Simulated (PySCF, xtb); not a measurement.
CH5FO2Si, SMILES CO[SiH](O)F. One conformer was computed; it need not be the lowest.

Harmonic wavenumbers (cm⁻¹) from GFN2-xTB in xtb 6.7.1 at its own minimum, in rising order: 93, 101, 152, 176, 246, 317, 329, 666, 674, 733, 813, 835, 977, 1134, 1143, 1172, 1417, 1478, 1483, 2451, 2962, 2973, 2995, 3652.

Problem. What does PBE-D3(BJ)/def2-SVP (PySCF) give at its own minimum? (An estimate is asked for; the answer gives what the named calculation found.)

Solution. 62, 86, 143, 210, 301, 351, 373, 712, 754, 810, 866, 882, 959, 1122, 1135, 1173, 1421, 1426, 1427, 2260, 2933, 3010, 3048, 3763. Paired by order, the mean absolute difference is 46 cm⁻¹ and the zero-point energies are 41.4 and 41.8 kcal/mol.
